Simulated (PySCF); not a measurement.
Excitation energy of S⁺ by level of theory

S⁺ [Ne] 3s2 3p3 (4S) → S⁺ [Ne] 3s2 3p2 4s1 (4P), as a difference of total energies. Calculation: PySCF 2.14, in aug-cc-pV(T+d)Z; no relativity, point nucleus. Correlated levels: valence: [Ne] frozen. The calculations carry no spin-orbit coupling.

```tsv
method	excitation energy (cm⁻¹)	error (cm⁻¹)
UHF	108190	-1820
MP2 (valence)	110430	+425
SCS-MP2 (valence)	109710	-293
CCSD (valence)	109800	-206
CCSD(T) (valence)	109860	-149
```

Reference: 110000 cm⁻¹ (measured; NIST levels, between the centres of gravity of the two terms).

Errors of the correlated levels include the incompleteness of this basis and the frozen core.
